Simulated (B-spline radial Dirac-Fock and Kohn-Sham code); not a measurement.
## How the binding energies of Ti¹⁴⁺ add up

System: the Ti¹⁴⁺ ion, configuration [He] 2s2 2p4; nuclear rms radius 3.5921 fm (A = 48).

The computed values come from a radial finite-basis atomic code: multi-electron Dirac-Fock with separately optimised hole states, Breit and Lamb-shift corrections added in first order. Correlation and solid-state effects are left out. Energies are counted from the vacuum level.

All terms are in eV, carry their sign (relaxation lowers the binding energy) and add up to the binding energy; ⟨r⟩ is the mean radius of the orbital in the initial state.

```
subshell  −ε (Koopmans)  relaxation  Breit  self-energy  vacuum polarisation  binding energy  ⟨r⟩ (bohr)
       K         5556.8      -14.81  -4.40        -2.21                 0.17          5535.5       0.069
      L1         1033.3       -1.53  -0.34        -0.23                 0.02          1031.2       0.309
    L2,3          953.4       -2.10  -0.41         0.02                 0.00           950.9       0.272
```

For the deepest level, K (1s), the Breit terms make up -0.080 % of the binding energy, QED -0.037 % and orbital relaxation -0.267 %.

Going to the tabulated ground configuration of the next ion removes an electron from L2,3 (2p), computed at 950.9 eV. NIST lists 944.5 ± 1.6 eV as the ionisation energy of this species (semi-empirical), -6.41 eV from the computed value. Where a p, d or f shell is open in either ion the computed value averages over both j values and all terms, while the table refers to the lowest levels; that difference holds spin-orbit splitting (largest in heavy or highly charged ions), term energies where several electrons share open shells, and correlation, and it can reach 10 % or more.
